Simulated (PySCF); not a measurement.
GeCl₄ was optimised in PySCF in the def2-TZVP basis family (density fitting, no spin–orbit coupling) with several functionals.

One of them gave a singlet of Td symmetry with a mean bond of 2.117 Å to Ge, wavenumbers 123 (×2), 169 (×3), 400, 463 (×3) cm⁻¹ and a HOMO–LUMO gap of 7.42 eV.

Q: Which level of theory was it?
A. PBE
B. PBE0
C. B3LYP

A: B. That is PBE0, with Ge–Cl 2.117 Å (×4). The others give PBE 2.140 Å and 437 cm⁻¹ for the highest mode; B3LYP 2.138 Å and 443 cm⁻¹ for the highest mode.

Only the bonding shown was studied: isomers, or loss of a ligand pair, can lie lower.
